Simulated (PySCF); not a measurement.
# 3-methoxybenzenethiol (SMILES COc1cccc(S)c1)

Geometry:
| atom | x (Å) | y (Å) | z (Å) |
| --- | --- | --- | --- |
| C1 | -2.326 | -0.906 | 0.722 |
| O2 | -1.123 | -1.117 | 0.038 |
| C3 | -0.140 | -0.203 | 0.156 |
| C4 | -0.234 | 0.963 | 0.923 |
| C5 | 0.857 | 1.833 | 0.965 |
| C6 | 2.026 | 1.569 | 0.265 |
| C7 | 2.114 | 0.397 | -0.504 |
| S8 | 3.622 | 0.110 | -1.375 |
| C9 | 1.034 | -0.481 | -0.556 |
| H10 | -2.828 | 0.022 | 0.395 |
| H11 | -2.175 | -0.860 | 1.815 |
| H12 | -2.975 | -1.760 | 0.490 |
| H13 | -1.137 | 1.199 | 1.485 |
| H14 | 0.787 | 2.745 | 1.564 |
| H15 | 2.868 | 2.262 | 0.310 |
| H16 | 3.262 | -1.065 | -1.931 |
| H17 | 1.067 | -1.401 | -1.143 |

Method used: quadratic response CAM-B3LYP/aug-cc-pVDZ first hyperpolarisability, Taylor convention, gas phase (PySCF 2.14.0). Geometry: PBE0-D3(BJ)/def2-SVP.

(1) Give the tensor of the second harmonic β(−2ω;ω,ω) at 1907 nm in the axes of these coordinates.

## Answers

(1) In au, Taylor convention; rows are the first index (the induced dipole):
|  | xx | yy | zz | xy | xz | yz |
| --- | --- | --- | --- | --- | --- | --- |
| x | +18.6 | -74.2 | +33.7 | -137.5 | -137.7 | +30.5 |
| y | -137.0 | -74.0 | -29.0 | -74.0 | +29.5 | +31.9 |
| z | -136.9 | +31.7 | -33.8 | +30.0 | +34.2 | -29.0 |

Norm of βᵢ = ⅓ Σⱼ (βᵢⱼⱼ + βⱼᵢⱼ + βⱼⱼᵢ): 278.7 au, hyper-Rayleigh value 142.5 au.
